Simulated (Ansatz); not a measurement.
Reaction (ligand exchange at a Ti–S bond): `[SH][Ti]([Cl])([Cl])[Cl]` + HI → `[Cl][Ti]([Cl])([Cl])[I]` + H₂S

Computed with Ansatz on PBE0-D4/def2-TZVP structures; ΔE is electronic, products minus reactants. CCSD(T)/CBS adds triple-zeta CCSD(T) − MP2 to the extrapolated MP2 energy (def2 sets, frozen cores). This one scheme is used for every species. DFT in def2-TZVPP. B3LYP here is the variant with VWN-RPA as its local correlation; programs differ in this. HSE06 is defined as in plane-wave codes. Elements past krypton have def2 core potentials. For I, Ti outer-core shells are correlated without core-valence functions, which leaves a few kJ/mol of doubt a bond. Scalar relativity is left out up to krypton. Each species was taken in one conformer, which may not be the lowest.

`[SH][Ti]([Cl])([Cl])[Cl]`:

Cartesian coordinates in Å:
```
S -0.436 -1.046 -1.454
Ti -0.090 0.408 0.233
Cl -1.460 2.033 -0.165
Cl -0.507 -0.577 2.125
Cl 1.985 1.050 0.210
H 0.508 -1.868 -0.950
```

HI:

Cartesian coordinates in Å:
```
I -0.234 0.204 -0.743
H 0.234 -0.204 0.743
```

`[Cl][Ti]([Cl])([Cl])[I]`:

```xyz
5

Cl   -1.560    0.477    1.462
Ti    0.009   -0.045    0.069
Cl    1.940    0.381    0.942
Cl   -0.123   -2.143   -0.436
I    -0.266    1.330   -2.037
```

H₂S:

Z-matrix (Å, degrees):
```
S
H 1 1.341
H 1 1.341 2 92.3
```

```csv
level,ΔE (kJ/mol),difference from CCSD(T)/CBS
LDA (SPW92),-44.2,7.5
PBE-D4,-46.2,5.5
revPBE-D4,-44.5,7.2
BLYP-D4,-45.6,6.1
r2SCAN-D4,-47.1,4.6
PBE0-D4,-46.7,5.0
B3LYP-D4,-46.7,5.0
r2SCANh-D4,-47.2,4.5
HSE06-D4,-47.2,4.5
BHLYP-D4,-49.0,2.7
CAM-B3LYP-D4,-43.0,8.7
ωB97X-V,-42.9,8.8
ωB97M-V,-42.7,9.0
B2PLYP,-54.3,-2.6
PBE-QIDH,-54.6,-2.9
PBE,-45.4,6.3
revPBE,-45.4,6.3
BLYP,-44.5,7.2
r2SCAN,-47.2,4.5
PBE0,-45.9,5.8
B3LYP,-45.1,6.6
r2SCAN0,-47.2,4.5
HSE06,-46.3,5.4
CAM-B3LYP,-41.9,9.8
LC-ωPBE,-41.2,10.5
RPA@PBE/def2-TZVPP,-47.7,4.0
HF/def2-SVP,-43.2,8.5
MP2/def2-SVP,-62.2,-10.5
CCSD/def2-SVP,-44.6,7.1
CCSD(T)/def2-SVP,-50.1,1.6
HF/def2-TZVPP,-45.4,6.3
MP2/def2-TZVPP,-62.2,-10.5
SCS-MP2/def2-TZVPP,-56.3,-4.6
CCSD/def2-TZVPP,-44.4,7.3
CCSD(T)/def2-TZVPP,-48.9,2.8
HF/def2-QZVPP,-46.4,5.3
MP2/def2-QZVPP,-64.2,-12.5
SCS-MP2/def2-QZVPP,-57.9,-6.2
HF/CBS(def2),-46.5,5.2
MP2/CBS(def2),-65.1,-13.4
CCSD(T)/CBS,-51.7,0
```

Largest T1 diagnostic among the species: 0.026, so the coupled-cluster value is less sure than usual.

In def2-TZVPP, CCSD(T) changes the Hartree–Fock value by −3.4 kJ/mol (the triples alone add −4.5 kJ/mol) and MP2 by −16.8 kJ/mol. Leaving LDA and LC-ωPBE aside and taking each functional with its dispersion term where it has one, the values, not all of them listed here, spread over 13.1 kJ/mol, from PBE-QIDH to B97M-V.
